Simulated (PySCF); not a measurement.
C2H7AlO. Atoms are numbered in the order given.

```xyz
11

Al     0.0501    -0.0003     0.0000
C     -0.8697     1.7280     0.0000
H     -1.5240     1.8382     0.8838
H     -1.5240     1.8382    -0.8838
H     -0.1606     2.5721     0.0000
C     -0.8957    -1.7251     0.0000
H     -0.2287    -2.6037     0.0000
H     -1.5549    -1.8109    -0.8834
H     -1.5549    -1.8109     0.8834
O      1.7673     0.0812     0.0000
H      2.3504    -0.6867     0.0000
```

Coordinates come from a TPSSh-D3(BJ)/def2-SVP optimisation. The isomer is the one that the SMILES or the coordinates give; other isomers of the formula were not compared. The values are those of a single conformer.

These are CAM-B3LYP/def2-TZVP (PySCF) values and carry that method's errors.

ESP charges are fitted to the potential on shells at 1.4 to 2.0 van der Waals radii. Atomic charges (e):

```tsv
atom	IAO	ESP fit
Al1	?	1.17
C2	-0.81	-0.75
H3	?	0.14
H4	?	0.14
H5	?	0.17
C6	-0.82	-1.06
H7	?	0.21
H8	?	0.22
H9	?	0.22
O10	?	-0.87
H11	0.36	0.42
```

**Question.** Some entries are withheld; supply them. (An estimate is asked for; the answer gives what the named calculation found.)

**Answer.** 
- Al1, IAO: 1.20
- H3, IAO: 0.15
- H4, IAO: 0.15
- H5, IAO: 0.15
- H7, IAO: 0.15
- H8, IAO: 0.15
- H9, IAO: 0.15
- O10, IAO: -0.82
